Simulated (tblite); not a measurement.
What does the GFN2-xTB structure of InChI=1S/C5H9NO2Si/c1-4(9-6)5(8)2-3-7/h3H,1-2,6,9H2 look like in three dimensions?

```xyz
18
C5H9NO2Si angstrom
C      0.3625    1.2530   -1.0160
C      0.3652    0.0737   -0.3998
Si     1.8953   -0.7906    0.3202
N      3.2260    0.0386   -0.3983
C     -0.8592   -0.6242   -0.0189
O     -0.8911   -1.3353    0.9605
C     -2.1049   -0.4365   -0.8918
C     -2.9507    0.6026   -0.2136
O     -3.0913    1.7295   -0.5973
H      1.2889    1.7675   -1.2114
H     -0.5394    1.7726   -1.3032
H      2.0087   -0.5458    1.7536
H      1.7750   -2.2222    0.0114
H      4.1496   -0.1590   -0.0516
H      3.2590    0.1432   -1.3999
H     -2.6463   -1.3824   -0.9059
H     -1.8341   -0.1201   -1.8973
H     -3.4219    0.2418    0.7181
```

Orientation and origin are arbitrary. Atoms count from 1 in this order. Si3 (SiH2 silicon) is distorted tetrahedral (angles from 104.2° to 116.4°). Of the pairs four or more bonds apart, C1···H17 is among the closest relative to their van der Waals radii: 2.74 Å, 94 % of the sum of Bondi's values. The 4 C–C bonds span 1.331 Å (C1=C2, drawn double) to 1.533 Å (C5–C7, drawn single), a spread of 0.202 Å. N4 (silicon-bound nitrogen) is pyramidal (angles 119.3°, 118.1° and 109.4°, sum 346.8°, 0.25 Å off the plane of its three neighbours).

Bonds between heavy atoms (Å): C1=C2 1.331, C2–Si3 1.899, Si3–N4 1.725, C2–C5 1.460, C5=O6 1.211, C5–C7 1.533, C7–C8 1.502, C8=O9 1.199.

Computed geometry: GFN2-xTB, gas phase.

Point group: C1 (no symmetry element, even within 0.4 Å). Its GFN2-xTB frequencies are all real (lowest 32 cm⁻¹). One conformer, not necessarily the lowest (C1–C2–Si3–N4 -16°, C2–Si3–N4–H 171° and -52°, C1–C2–C5–O6 -149°, C2–C5–C7–C8 -98°, C5–C7–C8–O9 107°). 3 starts were optimised and ended at 0.00, 0.08 and 0.53 kcal/mol (GFN2-xTB); the lowest of these is shown.
